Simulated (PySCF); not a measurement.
# Computed records: ClH2Si

All values are calculated (PySCF 2.14.0). Calculation on a computer-drawn molecule: vertical ionisation energy to the stated ion spin, frozen-core CCSD(T) at the basis limit and cheaper methods, single-reference cases, UHF for radicals, no spin-orbit; all values are single points at the evaluated structure, the first of each entry, which is the reference or a displaced copy of it and isn't optimised; the reference structure only sets the zero of the energies above reference; triples share is (T) over the correlation energy.

Entry: ClH2Si

Evaluated structure:
```xyz
4
ClH2Si
Si    -2.2529     0.0836    -2.0184
Cl    -2.4333     2.0326    -1.3311
H     -3.2789    -0.1460    -3.0556
H     -2.4298    -0.8360    -0.8763
```

Reference structure:
```xyz
4
ClH2Si
Si    -2.2529     0.0836    -2.0184
Cl    -2.4333     2.0326    -1.3311
H     -3.2789    -0.1460    -3.0556
H     -2.4298    -0.8360    -0.8763
```

Here we set charge 0, multiplicity 2, ion multiplicity 1, diffuse functions no, basis cc-pV(n+d)Z, reference is the Hartree-Fock double-zeta minimum, best is HF at quadruple zeta + MP2 correlation extrapolated from triple and quadruple zeta + CCSD(T) minus MP2 at triple zeta and basis step is the size of the change from the same recipe one zeta lower.

The calculation gives: ionisation energy best 8.859 eV; ionisation energy basis step 0.05992 eV; energy above reference best 0 kcal/mol; energy above reference basis step 0 kcal/mol; total energy HF triple zeta -749.6403 hartree; total energy CCSD(T) triple zeta -749.9807 hartree; total energy best -750.0358 hartree; T1 diagnostic at triple zeta 0.01307; D1 diagnostic at triple zeta 0.04177; spin squared at triple zeta 0.7545; ion T1 diagnostic at triple zeta 0.01969; ion D1 diagnostic at triple zeta 0.06246; triples share at triple zeta 0.03712; basis functions triple zeta 106; dipole magnitude HF at triple zeta 1.503 debye; dipole magnitude CCSD unrelaxed at triple zeta 1.264 debye; dipole magnitude PBE at triple zeta 1.098 debye; dipole magnitude r2SCAN at triple zeta 1.195 debye; dipole magnitude B3LYP at triple zeta 1.228 debye; dipole magnitude wB97X at triple zeta 1.313 debye.

Drawn bonds:
```csv
atom,other atom,order
1,2,1
1,3,1
1,4,1
```

Triple zeta:
```csv
method,ionisation energy (eV),energy above reference (kcal/mol)
HF,8.697,0
PBE,8.764,0
r2SCAN,8.99,0
B3LYP,8.888,0
wB97X,8.901,0
MP2,8.794,0
CCSD,8.825,0
CCSD(T),8.792,0
```
